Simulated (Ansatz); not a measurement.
Stepwise reaction of `[NH]=[V]([OH])([OH])[F]` with ammonia, as a gas-phase model of exchange steps in deposition or etching. ΔE in kJ/mol; ΔG adds harmonic PBE0-D4 terms to CCSD(T)/CBS, at 1 bar.

Computed with Ansatz on PBE0-D4/def2-TZVP structures; ΔE is electronic, products minus reactants. CCSD(T)/CBS is the MP2 limit (def2-TZVPP, def2-QZVPP) plus CCSD(T) − MP2 in def2-TZVPP, frozen cores. This one scheme is used for every species. DFT in def2-TZVPP. B3LYP here is the variant with VWN-RPA as its local correlation; programs differ in this. For V outer-core shells are correlated without core-valence functions, which leaves a few kJ/mol of doubt a bond. Scalar relativity is left out up to krypton. One conformer a species, not always the lowest.

```json
{"step": "2", "reaction": "`[NH]=[V]([NH2])([OH])[F]` + NH₃ → `[NH]=[V]([NH2])([NH2])[F]` + H₂O", "PBE-D4": "46.8", "B3LYP-D4": "46.3", "ωB97M-V": "46.0", "CCSD(T)/CBS": "39.9", "ΔG(500 K)": "35.7"}
```

Problem. Give the row of step 1, `[NH]=[V]([OH])([OH])[F]` + NH₃ → `[NH]=[V]([NH2])([OH])[F]` + H₂O. (Estimate.)

Solution. Ansatz gave: 
| step | reaction | PBE-D4 | B3LYP-D4 | ωB97M-V | CCSD(T)/CBS | ΔG(500 K) |
| --- | --- | --- | --- | --- | --- | --- |
| 1 | `[NH]=[V]([OH])([OH])[F]` + NH₃ → `[NH]=[V]([NH2])([OH])[F]` + H₂O | 41.0 | 39.5 | 39.0 | 33.4 | 29.2 |

Problem. By hand: ΔE of the 2 steps together at CCSD(T)/CBS.

Solution. (33.4) + (39.9) = 73.3 kJ/mol, or 36.6 kJ/mol a step.

In ΔE each step is higher than the one before. All are uphill at CCSD(T)/CBS. ΔG lies between 29.2 and 35.7 kJ/mol a step. PBE-D4 differs from CCSD(T)/CBS by 6.9 to 7.6 kJ/mol a step. Isolated molecules leave out the surface, adducts and barriers. Largest T1 diagnostic: 0.031.
